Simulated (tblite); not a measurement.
`C/C=C\C[SiH2]SC[SiH3]`. Computed geometry: GFN2-xTB, gas phase.

```
atom  x, y, z in Å
C1    -3.4841   -0.3594    0.9572
C2    -3.2965    0.5611   -0.2093
C3    -2.3224    0.4515   -1.1012
C4    -1.2509   -0.5803   -1.0785
Si5    0.2711    0.1035   -0.1750
S6     1.8186   -1.3570   -0.3991
C7     3.1265   -0.6657    0.6780
Si8    4.1668    0.6677   -0.1953
H9    -4.2903   -0.0127    1.5977
H10   -3.7275   -1.3668    0.6173
H11   -2.5719   -0.4227    1.5490
H12   -4.0242    1.3534   -0.3158
H13   -2.2548    1.1717   -1.9049
H14   -0.9722   -0.8484   -2.0979
H15   -1.6001   -1.4871   -0.5862
H16    0.0448    0.2811    1.2608
H17    0.7110    1.3735   -0.7523
H18    3.7414   -1.5223    0.9470
H19    2.6475   -0.3012    1.5840
H20    3.3372    1.8556   -0.4003
H21    5.2849    0.9873    0.6939
H22    4.6348    0.1366   -1.4716
```

(1) Where is the centre of mass (commonest isotopes), and what is the radius of gyration?

(2) Which two atoms are farthest apart?

(3) Work out the bond lengths C3–C4, C3–H13, C4–H14, Si5–S6, S6–C7, C7–Si8, Si8–H21 in pm.

(4) What are the angles H9–C1–H10, H10–C1–H11, C3–C2–H12, C4–Si5–H16?

(5) Give the dihedral angles C3–C4–Si5–H17, H19–C7–Si8–H22, H12–C2–C3–H13.

Results:

(1) Mass 162.035 u; centre at (0.596, -0.171, -0.194) Å; Rg = √(Σ m r²/M) = 2.865 Å. As Ia + Ib + Ic = 2 Σ m r², the three principal moments sum to 2659.5 u·Å².

(2) H9···H21, 9.67 Å; the next longest distance is 9.44 Å.

(3) For C3–C4 the difference vector is (1.0715, -1.0318, 0.0227) Å, of length 1.4877 Å. C3–C4 148.8; C3–H13 108.1; C4–H14 109.0; Si5–S6 214.0; S6–C7 183.0; C7–Si8 190.3; Si8–H21 146.4 pm.

(4) From the scalar product of the two bond vectors; for H9–C1–H10 it is -0.3707 Å² over 1.0865 × 1.0907 Å², cos θ = -0.3129. H9–C1–H10 108.2°; H10–C1–H11 107.6°; C3–C2–H12 119.3°; C4–Si5–H16 112.7°.

(5) C3–C4–Si5–H17 -54° (synclinal); H19–C7–Si8–H22 -173° (antiperiplanar); H12–C2–C3–H13 2° (synperiplanar). Dihedral signs follow IUPAC: positive where, seen along the central bond, the front bond turns clockwise onto the rear one.

Its lowest GFN2-xTB frequency is 4i cm⁻¹, too small to tell a flat minimum from a shallow saddle. One conformer, not necessarily the lowest.
